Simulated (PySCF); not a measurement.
**How methods differ on the ionisation energy of F²⁺**

F²⁺ [He] 2s2 2p3 (4S) → F³⁺ [He] 2s2 2p2 (3P), as a difference of total energies. Computed with PySCF 2.14 in def2-SVP, with the non-relativistic Hamiltonian (point nucleus). Correlated levels: valence: 1s2 frozen. The calculations carry no spin-orbit coupling.

```json
{"method": "UHF", "ionisation energy (eV)": "62.389"}
{"method": "B3LYP", "ionisation energy (eV)": "63.146"}
{"method": "r2SCAN", "ionisation energy (eV)": "63.315"}
{"method": "MP2 (valence)", "ionisation energy (eV)": "62.664"}
{"method": "SCS-MP2 (valence)", "ionisation energy (eV)": "62.493"}
{"method": "CCSD (valence)", "ionisation energy (eV)": "62.403"}
{"method": "CCSD(T) (valence)", "ionisation energy (eV)": "62.401"}
```

Errors of the correlated levels include the incompleteness of this basis and the frozen core.

Q: Which method comes closest to the reference value, and which is furthest?

A: The reference is 62.708 eV (semi-empirical (NIST evaluation); NIST Atomic Spectra Database, ionization energies). Closest: MP2 (valence) (error -0.044 eV); furthest: r2SCAN (error 0.607 eV).
